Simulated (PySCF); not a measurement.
Values are calculated unless marked as measured or tabulated.
**CH3F2OSi**

The system: CH3F2OSi, a small molecule (built as: C site whose three back bonds go to OSiH3, F, F); neutral, doublet. The structure, one conformer, was relaxed in the gas phase by PBE0-D3(BJ)/def2-SVP. No frequency run checks that it is a minimum.

SMILES: F[C](F)O[SiH3]

Coordinates in Å:
```
C1      0.441    1.118    0.941
O2      0.770    0.242    0.003
Si3    -0.316   -0.703   -0.902
F4     -0.555    0.710    1.734
F5      1.479    1.479    1.670
H6      0.508   -1.253   -2.006
H7     -0.872   -1.793   -0.055
H8     -1.408    0.171   -1.412
```

EPR values by unrestricted B3LYP, IGLO-III on C F O Si, pcH-1 on H.

Question: Predict g and the largest hyperfine couplings. Where does the spin sit?

Answer: g = 2.0018, 2.0038, 2.0038. The spin sits on C1 (87 %, bonded to 2 F + 1 O) by Mulliken populations.
```
atom  isotope  isotropic (MHz)  dipolar, principal values (MHz)
  F4      19F            429.2            -186.4, -176.5, 362.8
  C1      13C            632.7              -66.4, -65.9, 132.4
  F5      19F            392.7            -186.9, -177.2, 364.1
  O2      17O            -46.8                -42.1, 20.3, 21.8
  H7       1H              7.9                  -1.8, -1.5, 3.3
  H8       1H              1.5                  -2.6, -2.3, 4.9
```

Question: How do the isotropic couplings move with BHandHLYP?

Answer: F4 429.2 to 442.6 MHz, C1 632.7 to 672.3 MHz, F5 392.7 to 406.8 MHz, O2 -46.8 to -48.0 MHz.
